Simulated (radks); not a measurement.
Coulomb parameter of the 5d shell of the mercury ion Hg2+ in the model configuration [Xe] 4f14 5d9 6s1, as a second difference U = [E(n + 0.25) + E(n - 0.25) - 2 E(n)] / (0.25)^2 with all orbitals relaxed. "Bare": the charge of the atom changes with n. "Screened": the 6s shell takes up the change at fixed total charge, which measures U(5d,5d) + U(6s,6s) - 2 U(5d,6s). All-electron calculation, scalar-relativistic Kohn-Sham, PBE, spin-unpolarised, spherical densities, point nucleus. Program: a radial shooting solver on a logarithmic mesh with Libxc functionals.

| case | configuration | E - E(n) (eV) |
|---|---|---|
| start | [Xe] 4f14 5d9 6s1 | 0.000 |
| bare +0.25 | [Xe] 4f14 5d9.25 6s1 | -7.481 |
| bare -0.25 | [Xe] 4f14 5d8.75 6s1 | 8.317 |
| screened +0.25 | [Xe] 4f14 5d9.25 6s0.75 | -1.665 |
| screened -0.25 | [Xe] 4f14 5d8.75 6s1.25 | 1.756 |

U(bare) = 13.383 eV, U(screened by 6s) = 1.456 eV, against the Slater integral F0(5d,5d) = 17.467 eV with frozen orbitals.
